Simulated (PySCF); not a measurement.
BH₉Si₃.
Numbering: `[BH2:1][SiH2:2][SiH2:3][SiH3:4]` (hydrogens: H5, H6 on B1; H7, H8 on Si2; H9, H10 on Si3; H11, H12, H13 on Si4)

Method: PBE0-D3(BJ)/def2-SVP geometry optimisation, gas phase (PySCF); density fitting, grid level 1; the optimiser is geomeTRIC in internal coordinates, started from a GFN2-xTB structure with every atom displaced at random (about 0.01 Å).

Step 0: E = -24435.3093 eV
```
atom  x, y, z in Å  |  force x, y, z in eV/Å
B1     -2.3415    0.4066    0.2206   -0.465   1.070   0.057
Si2    -1.3383   -0.9719   -0.6323    0.693  -0.838  -0.883
Si3     0.8424   -0.8674    0.1880    0.285   0.221   0.596
Si4     2.0075    1.1179   -0.2422   -1.464   0.271   0.166
H5     -2.3619    1.5176   -0.2181    0.101   0.317  -0.185
H6     -2.9455    0.2624    1.2168   -0.373  -0.253   0.774
H7     -1.8036   -2.3510   -0.4457   -0.175  -0.546   0.325
H8     -1.1799   -0.8682   -2.1025    0.027   0.269  -0.333
H9      1.6401   -2.0037   -0.2828    0.232  -0.474  -0.470
H10     0.8441   -1.0993    1.6632   -0.131   0.162   0.186
H11     3.3436    1.1687    0.2622    1.246  -0.153   0.546
H12     2.0480    1.4075   -1.6664    0.035   0.030  -0.858
H13     1.2509    2.2639    0.3642   -0.011  -0.074   0.078
```

Q: Estimate the geometry and energy of step 1. (The exact step hangs on the optimiser's Hessian estimate; all steps are aligned on step 0, rigid shifts and turns removed.)

A: E = -24435.5579 eV, largest force 0.167 eV/Å
```
atom  x, y, z in Å  |  force x, y, z in eV/Å
B1     -2.2738    0.4646    0.2170   -0.059   0.007   0.047
Si2    -1.2916   -1.0102   -0.6891   -0.001  -0.109  -0.031
Si3     0.8796   -0.9137    0.2369   -0.011  -0.077   0.002
Si4     1.8931    1.1399   -0.2473    0.165  -0.008   0.029
H5     -2.2206    1.5868   -0.2181    0.036   0.092  -0.047
H6     -2.8706    0.3007    1.2525    0.000  -0.048   0.043
H7     -1.8059   -2.3943   -0.4349   -0.034   0.028   0.011
H8     -1.1440   -0.8181   -2.1677    0.038   0.005   0.011
H9      1.6767   -2.0611   -0.3079    0.017   0.066  -0.038
H10     0.8279   -1.0874    1.7235   -0.057   0.029   0.011
H11     3.2940    1.1495    0.2972   -0.111   0.055  -0.075
H12     1.9281    1.3783   -1.7240    0.017  -0.022   0.021
H13     1.1130    2.2480    0.3872    0.000  -0.019   0.017
```

The energy changes by -0.2485 eV. The first-order estimate −F·Δx gives -0.5090 eV and the mean of the old and new forces, exact on a quadratic surface, -0.2529 eV. The step makes an angle of 65° with the force vector and moves no atom by more than 0.157 Å.

What follows is the cost of the whole optimisation. The run took 29 s wall on an Arm Neoverse V1 with one thread, no GPU, shared host, and the process peaked at 0.47 GiB of memory.
